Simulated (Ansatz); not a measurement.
Tuning the range parameter of LC-ωPBE so that −HOMO meets the ionisation energy; basis def2-SVP, Ansatz. System: (OH)3Si-NH-SiH3 (Si₂NO₃H₇). Charge 0, multiplicity 1. Geometry: PBE0-D4/def2-SVP. The ionised state is a doublet.

Geometry of the singlet:

| atom | x (Å) | y (Å) | z (Å) |
| --- | --- | --- | --- |
| Si1 | -0.441 | -0.788 | -0.529 |
| O2 | 1.172 | -0.997 | -0.859 |
| O3 | -0.892 | -2.157 | 0.277 |
| O4 | -1.444 | -0.681 | -1.833 |
| N5 | -0.573 | 0.704 | 0.310 |
| Si6 | 0.724 | 1.582 | 1.072 |
| H7 | 1.603 | -0.303 | -1.365 |
| H8 | -0.222 | -2.554 | 0.840 |
| H9 | -1.761 | -1.526 | -2.165 |
| H10 | -1.492 | 1.136 | 0.336 |
| H11 | 1.764 | 2.028 | 0.089 |
| H12 | 0.136 | 2.793 | 1.718 |
| H13 | 1.427 | 0.765 | 2.108 |

| ω (1/bohr) | HOMO (eV) | LUMO (eV) | vertical IE (eV) | HOMO + IE (eV) |
| --- | --- | --- | --- | --- |
| 0.1 | -7.51 | 1.13 | 9.23 | 1.72 |
| 0.15 | -8.16 | 1.66 | 9.36 | 1.20 |
| 0.2 | -8.73 | 2.08 | 9.52 | 0.79 |
| 0.3 | -9.65 | 2.62 | 9.81 | 0.16 |

Problem. Where does the tuning condition hold?

Solution. Not within the range that was run.
